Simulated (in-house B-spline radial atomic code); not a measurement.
# Ionising Pm XXIV (Pm23+) with different functionals

Computed with an all-electron radial atomic-structure program (B-spline basis): scalar-relativistic (spin-free X2C) Hamiltonian, Fermi nucleus of rms radius 4.962 fm, spin-polarised at highest spin, spherical fractional occupations for the functionals, the average over the highest-spin determinants for Hartree-Fock. The ionisation energy is the difference of two self-consistent energies, [Kr] 4d2 → [Kr] 4d1, without Breit or QED terms; ε is the level of the shell that loses the electron (its least bound occupied spin orbital). There is no spin-orbit coupling in this Hamiltonian.

Hybrids are left out here: with spherical fractional occupations of an open shell their exact exchange keeps a self-interaction that integer-occupation calculations don't have.

| method | rung | ΔSCF (eV) | -ε(4d) (eV) |
| --- | --- | --- | --- |
| Hartree-Fock | Hartree-Fock | 725.57 | 726.39 |
| PW91 | GGA | 727.60 | 708.55 |
| OLYP | GGA | 729.21 | 710.18 |
| TPSS | meta-GGA | ? | ? |
| revTPSS | meta-GGA | ? | ? |

Task: What does TPSS give?

Result: ΔSCF 727.19 eV, and -ε(4d) = 708.21 eV.

Task: What does revTPSS give?

Result: ΔSCF 727.19 eV, and -ε(4d) = 708.21 eV.

Task: How do they compare with the NIST value?

Result: NIST lists 730 eV ± 4 (tabulated theory, ground level to ground level). Errors run from -4.43 to -0.79 eV; all lie within about twice that uncertainty, so the table can't rank the methods. Hartree-Fock also lacks correlation.
